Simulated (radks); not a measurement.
Values are calculated unless marked as measured or tabulated.
Initial-state core-level shifts of the praseodymium ion Pr2+ when its valence configuration changes from [Xe] 4f3. Code: a radial shooting solver on a logarithmic mesh with Libxc functionals. Model: Dirac Kohn-Sham, PBEsol, spin-unpolarised, spherical densities, point nucleus; open shells fill j = l - 1/2 first. Shifts are changes of the shell-averaged eigenvalues in eV (positive: less bound).

valence,1s,4s,4d,5p
4f1 6s2,-19.579,-21.785,-20.535,-10.482
4f2 6p1,-9.872,-10.957,-10.428,-5.934
4f1 5d2,-13.675,-15.843,-14.598,-5.516
4f2 6s1,-8.941,-10.022,-9.494,-5.060
4f1 5d1 6s1,-16.559,-18.754,-17.509,-7.989
